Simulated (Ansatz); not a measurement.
Reactions of GeH$_{8}$OSi$_{2}$ (`O[SiH]([SiH3])[GeH3]`).

Gas-phase electronic energies from Ansatz, PBE0-D4/def2-TZVP geometries. CBS: MP2 limit from def2 TZ/QZ plus the TZ coupled-cluster correction, frozen cores. This one scheme is used for every species. For Ga, Ge, Se outer-core shells are correlated without core-valence functions, which leaves a few kJ/mol of doubt a bond. Scalar relativity is left out up to krypton. Each species was taken in one conformer, which may not be the lowest.

Order these by ΔE at CCSD(T)/CBS, lowest first. (Best estimate.)
A. `O[SiH]([SiH3])[GeH3]` + `C[SeH]` → `C[Se][GeH3]` + `O[SiH2][SiH3]`
B. `O[SiH]([SiH3])[GeH3]` + H–F → `O[SiH](F)[SiH3]` + GeH₄
C. `O[SiH]([SiH3])[GeH3]` + `[BH2][GaH2]` → `[SiH3][BH][GaH2]` + `O[SiH2][GeH3]`
D. `O[SiH]([SiH3])[GeH3]` + `N=CF` → `N=[C](F)[GeH3]` + `O[SiH2][SiH3]`
E. `O[SiH]([SiH3])[GeH3]` + `OB(S)Cl` → `[SiH3]OB(S)Cl` + `O[SiH2][GeH3]`

B (-132.2 kJ/mol), E (-83.5 kJ/mol), A (-38.7 kJ/mol), C (+5.1 kJ/mol), D (+36.4 kJ/mol).

Largest T1 diagnostic: 0.015, for `[SiH3][BH][GaH2]`.
